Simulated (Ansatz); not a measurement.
**Energy profile**

The step: GaSiH₂ClO ([Cl][Ga]1[O][SiH2]1) + H₂ → SiH₄O ([OH][SiH3]) + GaCl; bonds formed: Si2–H8, O3–H4; bonds broken: Ga1–Si2, Ga1–O3, H4–H8 (atoms numbered as in the saddle structure below).

```
8
angstrom
Ga -1.1845 0.6562 -1.3075
Si 0.8399 -0.0514 -0.0187
O -0.7181 -0.1850 0.5256
H 0.1247 -0.6492 1.4480
Cl -3.3172 0.9204 -1.5427
H 1.4941 -1.1048 -0.8179
H 1.6460 1.1680 0.1800
H 1.1150 -0.7543 1.5332
```

Electronic energies by CCSD(T) at an estimated basis limit (MP2 extrapolated from triple and quadruple zeta, plus CCSD(T) − MP2 in triple zeta), on PBE0-D4/def2-TZVP structures; GaSiH4ClO, singlet; no counterpoise correction. Ansatz 0.2.0; basis: def2-TZVPP and def2-QZVPP; cores frozen in the correlated methods. Filled d shells of the heavier atoms are correlated. The def2 sets are not built for correlating such inner shells, so the correlated values are less sure here. Extrapolation: Hartree–Fock as exp(−7.88 √X), correlation as X^−2.97.

(1) Give the profile in kJ/mol, counted from the separated reactants. (To be estimated.)

No T1 diagnostic of these runs exceeds 0.016.

Results:

(1) The calculation gives:
| point | kJ/mol |
| --- | --- |
| separated: GaSiH2ClO (linked as [Cl][Ga]1[O][SiH2]1; Ga1, Si2, O3, Cl5, H6, H7; singlet) + H2 (H4, H8; singlet) | 0.0 |
| start structure | -5.9 |
| saddle | 79.8 |
| end structure | -171.3 |
| separated: GaCl (linked as [Cl][Ga]; Ga1, Cl5; singlet) + SiH4O (linked as [OH][SiH3]; Si2, O3, H4, H6, H7, H8; singlet) | -135.9 |

For scale, one of the runs: CCSD(T)/def2-TZVPP, 219 basis functions, launched by `ansatz run in.yaml --threads 4 --pin off --events-out ev --progress --plain --max-ram 9574MiB`. Time: 23 s of wall clock on 4 CPU threads of an Intel Xeon 6975P-C; the host was shared. Peak host memory: 3.4 GiB.
